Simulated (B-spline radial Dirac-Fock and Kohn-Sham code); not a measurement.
**X-ray form factors of erbium in several charge states**

Calculated with a radial B-spline solver, using configuration-average Dirac-Fock orbitals.

Configurations: Er⁵⁶⁺ [Ne] 3s2; Er⁵⁹⁺ [He] 2s2 2p5; Er⁶⁷⁺ 1s1. The first column is f₀ of Er⁵⁶⁺, the others are differences from it.

```
s (Å⁻¹)   Er⁵⁶⁺  Δ Er⁵⁹⁺  Δ Er⁶⁷⁺
      0  12.000   -3.000  -11.000
    0.1  11.989   -2.992  -10.989
    0.2  11.955   -2.970  -10.955
    0.3  11.899   -2.933  -10.899
    0.4  11.821   -2.882  -10.822
    0.5  11.724   -2.818  -10.725
    0.7  11.472   -2.655  -10.474
    0.9  11.154   -2.454  -10.158
    1.1  10.785   -2.228   -9.790
    1.4  10.167   -1.869   -9.175
```
